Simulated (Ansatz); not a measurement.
Program: Ansatz. Geometries: PBE0-D4/def2-TZVP. ΔE: electronic, gas phase. CCSD(T)/CBS is the MP2 limit (def2-TZVPP, def2-QZVPP) plus CCSD(T) − MP2 in def2-TZVPP, frozen cores. This one scheme is used for every species. DFT in def2-TZVPP. Elements past krypton have def2 core potentials. For I outer-core shells are correlated without core-valence functions, which leaves a few kJ/mol of doubt a bond. One conformer a species, not always the lowest.

Reaction (ligand exchange at the Si–C bond): `CC[SiH2]SC` + HI → `CS[SiH2]I` + `CC`

| level | ΔE (kJ/mol) |
| --- | --- |
| PBE | -99.6 |
| HF/CBS(def2) | -104.4 |

(1) What does CCSD(T)/CBS give? (Estimate.)

Largest T1 diagnostic among the species: 0.010.

## Answers

(1) Computed: -99.5 kJ/mol. The listed levels differ from it by -0.1, -4.9 kJ/mol.

In def2-TZVPP, CCSD(T) changes the Hartree–Fock value by +13.8 kJ/mol (the triples alone add +0.2 kJ/mol) and MP2 by +4.6 kJ/mol.
